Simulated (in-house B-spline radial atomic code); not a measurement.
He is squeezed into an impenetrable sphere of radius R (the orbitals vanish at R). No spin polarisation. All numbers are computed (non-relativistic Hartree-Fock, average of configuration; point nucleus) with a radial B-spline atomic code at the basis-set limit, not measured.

Energies in eV above the free atom in 1s2:

```
R (bohr)  highest level (eV)        1s2  -dE/dV in 1s2 (GPa)
       8                 -25          0             1.65e-05
    6.28                 -25  0.0003533               0.0019
    4.74               -24.9    0.01475                0.134
    4.37               -24.9    0.03539                0.375
    3.48               -24.6     0.2793                 4.55
    2.96               -23.9     0.9126                 20.3
    2.53               -22.4      2.417                 73.7
    2.26               -20.7      4.468                  172
    1.96               -17.4      8.935                  468
     1.3                6.26      45.56                 6190
```

The highest level is first positive in the row R = 1.3 bohr, pushed up by confinement above the zero of the free ion's potential. Each configuration is held fixed and needn't be the lowest in the sphere.
